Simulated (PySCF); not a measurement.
C2H3F2, SMILES C[C](F)F, multiplicity 2. Coordinates come from a PBE-D3(BJ)/def2-SVP optimisation. The isomer is the one that the SMILES or the coordinates give; other isomers of the formula were not compared.

Computed equilibrium geometry at PBE-D3(BJ)/def2-SVP (PySCF confirms it by a frequency run) as Cartesian coordinates in Å, and its point group:
point group Cs.
```xyz
7

C     -1.3899    -0.0435     0.0000
C      0.0592     0.3016     0.0000
F      0.7378    -0.0634     1.1011
F      0.7378    -0.0634    -1.1011
H     -1.5360    -1.1502     0.0000
H     -1.8805     0.3710     0.9006
H     -1.8805     0.3710    -0.9006
```
Charge 0, spin multiplicity 2.
